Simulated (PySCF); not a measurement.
CH₅AlO, SMILES C[O][AlH2].

Coordinates come from a B3LYP-D3(BJ)/def2-TZVP optimisation.

Level of theory: CAM-B3LYP/def2-TZVPD run with PySCF.

Symmetry labels are those of the subgroup Cs that the program uses (full group Cs).

Computed valence orbital energies around the gap with their symmetry:
```
orbital  symmetry  energy (eV)
-------  --------  -----------
HOMO−7         A'       -20.48
HOMO−6         A'       -15.04
HOMO−5         A"       -14.01
HOMO−4         A'       -13.91
HOMO−3         A'       -12.07
HOMO−2         A'       -10.29
HOMO−1         A"        -9.73
HOMO           A'        -9.52
LUMO           A"        -0.14
LUMO+1         A'         0.71
LUMO+2         A'         1.14
LUMO+3         A'         1.44
```
